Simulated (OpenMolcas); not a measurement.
**Ir: effect of the active space**

```
Program             : OpenMolcas
Method              : SS-CASPT2, IPEA 0.25 Eh, imaginary shift 0.1 Eh
Basis               : ANO-R2
Scalar Hamiltonian  : X2C, finite nucleus
Spin-orbit coupling : state interaction with AMFI integrals over the reference wave functions, term energies averaged over their components
```

A. 7 electrons in 5 orbitals (5d); 2S+1 = 4 even, 10 roots; 2S+1 = 2 even, 40 roots; closed shells correlated: 5s 5p 6s; CASPT2 step of the order of 20 core-seconds
B. 9 electrons in 6 orbitals (5d 6s); 2S+1 = 4 even, 20 roots; 2S+1 = 2 even, 64 roots (35 in the spin-orbit step); closed shells correlated: 5s 5p; CASPT2 step of the order of 40 core-seconds

Energies in eV above 5d7 6s2 4F 9/2, the measured ground level; measured values from NIST Handbook of Basic Atomic Spectroscopic Data.

```json
{"Level": "5d7 6s2 4F 9/2", "A": "0.0000", "B": "0.0000", "Measured": "0.0000"}
{"Level": "5d7 6s2 4F 7/2", "A": "0.907", "B": "0.821", "Measured": "0.8811"}
{"Level": "5d7 6s2 4F 5/2 [60 %]", "A": "1.059", "B": "1.554", "Measured": ""}
{"Level": "5d7 6s2 4P 5/2 [59 %]", "A": "1.696", "B": "1.750", "Measured": "1.6058"}
{"Level": "5d7 6s2 2G 9/2 [59 %]", "A": "1.831", "B": "1.821", "Measured": "1.7283"}
```

Deviations, from unrounded energies. A percentage is the sum of absolute deviations over the sum of measured energies, with the sign that they share, or ± where signs differ.

```csv
Against measurement,Levels,A,B
mean absolute deviation (cm-1),3,590,800
fine structure of the ground term (%),1,+3.0,-6.9
other terms of the ground configuration (%),2,+5.8,+7.1
```

A lies closest to measurement on these levels. The largest miss of A in the table is 5d7 6s2 2G 9/2 [59 %], by +830 cm-1. The ranking rests on the paired levels alone, and a cruder setting can come out closer through cancelling errors.

The spin-orbit steps hold different terms of 5d7 6s2 (B lacks 2D, 2F), which shifts levels as well.

Between A and B the level of the table that moves most is 5d7 6s2 4F 5/2 [60 %], by 4000 cm-1 (lowest in A, highest in B). Moves below CASPT2's spread within the term are not significant.

Term energies are means over components that CASPT2 splits; among the terms shown or strongly mixed into the levels shown the widest spread is 1500 cm-1 (5d7 6s2 2H, A). Some levels mix across a computed gap that differs much from the measured one, so their mixing is not that of the real levels (holds for A). With the s shell closed, the reference lacks s² → p², s² → d² and s → d mixing, so excited terms can stand far too high and out of order, with CASPT2 too (holds for A). The CASPT2 spread within a term exceeds the gap to the next term for 5d7 6s2 2H and 5d7 6s2 2D(1), so the order of their levels is uncertain (holds for A). Some high roots are left out of the spin-orbit mixing, which shifts the levels that they would mix with (holds for B). Configurations are named by rounded mean occupations; where the s occupation lies near a half they are strongly mixed, a name can repeat and a true partner stay unpaired (holds for B). Computed and measured levels are paired by configuration, term and J; levels that our copy of the source lacks, or whose pairing is in doubt (as where it misses far off the trend of its configuration), stay unpaired and out of the deviations. Only configurations of the active space appear. The table leaves out levels that lie high or whose names do not pair safely across all columns.

A share in square brackets marks a mixed level and gives the weight of the term that names it, the lowest over the columns. A number in round brackets counts repeated terms of one configuration in the order of the reference energies.
